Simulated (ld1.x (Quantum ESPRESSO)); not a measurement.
# Transferability test, PAW potential for Co

* Element: cobalt
* Generator: ld1.x (Quantum ESPRESSO) 7.5
* Type: PAW
* Functional: PBE
* Relativity: fully relativistic
* Frozen core: [Ar]
* Valence charge: 9
* Reference configuration: 3d7 4s0 4p0 (charge +2)
* Partial waves: 4s (bound, empty): rcut 2.05, rcutus 2.25 bohr; 4s channel at 0.1 Ry: rcut 2.05, rcutus 2.25 bohr; 4p (bound, empty): rcut 1.85, rcutus 2.40 bohr; 4p channel at -0.55 Ry: rcut 1.85, rcutus 2.40 bohr; 3d (bound): rcut 0.90, rcutus 1.20 bohr; 3d channel at -1.65 Ry: rcut 0.90, rcutus 1.20 bohr
* Local potential: all-electron potential smoothed inside 1.85 bohr (lloc = -1)
* Core correction: Bessel-smoothed model core inside 0.86 bohr
* Augmentation charge: PSQ, inside the norm-conserving radii

Open shells are filled in proportion to 2j + 1 (rel_dist='average').

Energies are relative to the spin-unpolarised reference configuration 3d7 4s0 4p0; without spin polarisation the order of configurations can differ from experiment.

```json
{"valence configuration": "3d7 4s1 4p0", "charge": "+1", "ΔE all-electron (eV)": "-16.786", "error AE − PS (meV)": "-2.5"}
{"valence configuration": "3d6 4s0 4p0", "charge": "+3", "ΔE all-electron (eV)": "35.869", "error AE − PS (meV)": "-265"}
{"valence configuration": "3d7 4s1 4p1", "charge": "0", "ΔE all-electron (eV)": "-21.466", "error AE − PS (meV)": "-3.8"}
{"valence configuration": "3d7.5 4s1.5 4p0", "charge": "0", "ΔE all-electron (eV)": "-26.777", "error AE − PS (meV)": "-19"}
{"valence configuration": "3d7 4s0 4p1", "charge": "+1", "ΔE all-electron (eV)": "-11.418", "error AE − PS (meV)": "-0.8"}
```

Question: What are ΔE and the potential's error for 3d7 4s2 4p0?

Answer: ΔE = -25.816 eV all-electron; the error (AE − PS) is -6.8 meV.

Question: What are ΔE and the potential's error for 3d5 4s0 4p0?

Answer: ΔE = 91.220 eV all-electron; the error (AE − PS) is -1497 meV.

Levels in the configuration 3d6 4s0 4p0:

```
   level  all-electron (eV)  pseudo (eV)
3d j=3/2            -45.296      -45.933
3d j=5/2            -45.075      -45.708
```

The ghost test of this file was not conclusive.
